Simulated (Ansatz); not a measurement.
`C[O][GeH]([F])[Cl]` + `N=C=O` → `O=C=[N][GeH]([F])[Cl]` + CH₃OH at 500 K and 1 bar (ligand exchange at a Ge–O bond).

Isolated molecules relaxed with PBE0-D4/def2-TZVP in Ansatz; ΔE leaves out vibrations. CBS: MP2 limit from def2 TZ/QZ plus the TZ coupled-cluster correction, frozen cores. This one scheme is used for every species. For Ge outer-core shells are correlated without core-valence functions, which leaves a few kJ/mol of doubt a bond. Scalar relativity is left out up to krypton. One conformer a species, not always the lowest.

| species | CCSD(T)/CBS energy (Eh) | H − E (kJ/mol) | S (J/(mol·K)) |
| --- | --- | --- | --- |
| `C[O][GeH]([F])[Cl]` | -2751.40462 | 187.3 | 428.0 |
| `N=C=O` | -168.51995 | 77.7 | 264.2 |
| `O=C=[N][GeH]([F])[Cl]` | -2804.31074 | 111.7 | 432.8 |
| CH₃OH | -115.61712 | 157.0 | 265.4 |

H − E and S are ideal-gas, rigid-rotor, harmonic terms from PBE0-D4/def2-TZVP, for one conformer and one mirror image of each species. 1 Eh = 2625.50 kJ/mol, R = 8.31446 J/(mol·K).

Q: By hand: ΔE, ΔH, ΔS and ΔG.

A: ΔE = (-2804.31074) + (-115.61712) − (-2751.40462) − (-168.51995) = -0.00329 Eh = -8.6 kJ/mol. Δ(H − E) = 111.7 + 157.0 − 187.3 − 77.7 = 3.7, so ΔH = -4.9 kJ/mol. ΔS = 432.8 + 265.4 − 428.0 − 264.2 = 6.0 J/(mol·K). ΔG = -4.9 − 500 × (6.0)/1000 = -7.9 kJ/mol.

Q: By hand: the equilibrium constant, and the temperature at which ΔG would vanish if ΔH and ΔS stayed fixed.

A: log₁₀ K = −ΔG/(RT ln 10) = 0.8. ΔH and −TΔS have one sign here, so there is no such temperature. One of them is within its doubt of zero, so this could turn.

TΔS isn't small against ΔH here. A doubt of 5 kJ/mol in ΔE shifts log₁₀ K by 0.5 here. Other conformers and mirror images would add mixing entropy, several J/(mol·K) or more a flexible species. Modes under 60 cm⁻¹, often nearly free rotors, make the harmonic entropy too high. These are equilibria of isolated gas molecules and say nothing of rates. Largest T1 diagnostic: 0.018 (customary marks: 0.02 for closed shells, 0.045 for open ones).
